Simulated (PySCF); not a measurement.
These 2 structures share the formula C3H2F3N. Computed with PBE0-D3(BJ)/def2-TZVP geometry optimisation, gas phase (PySCF). One conformer each; no zero-point energy, no entropy. No frequencies were run at this level. Point groups hold within 0.08 Å.

Problem. Order them by energy at this level, lowest first, and give relative energies in kcal/mol.
A. `NC#CC(F)(F)F`
B. CF3CH2CN (`N#CCC(F)(F)F`)

Solution. B (0.0), A (36.5).

As drawn, the lower has a C≡N group, which the higher lacks; the higher has a C≡C bond and an N–H bond, which the lower lacks.

```json
{"SMILES": "N#CCC(F)(F)F", "E (Eh)": "-469.51808", "E rel (kcal/mol)": "0.0", "dipole (D)": "3.31", "point group": "Cs", "A, B, C (MHz)": "5257, 1790, 1760"}
{"SMILES": "NC#CC(F)(F)F", "E (Eh)": "-469.45994", "E rel (kcal/mol)": "36.5", "dipole (D)": "4.68", "point group": "near Cs", "A, B, C (MHz)": "5625, 1394, 1387"}
```
